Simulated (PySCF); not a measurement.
Si(CF3)(F)(H)2 (CH₂F₄Si), SMILES F[SiH2]C(F)(F)F. Geometry optimised at PBE0-D3(BJ)/def2-SVP.

Computed equilibrium geometry at PBE0-D3(BJ)/def2-SVP (PySCF confirms it by a frequency run) as a Z-matrix, and its point group:
point group Cs.
```
C
F 1 1.3375
F 1 1.3375 2 107.58
F 1 1.3445 2 107.45 3 115.43
Si 1 1.9254 2 112.59 3 -124.62
F 5 1.6190 1 107.96 2 60.91
H 5 1.4828 6 109.53 1 -117.34
H 5 1.4828 7 113.69 6 122.88
```
Charge 0, spin multiplicity 1.
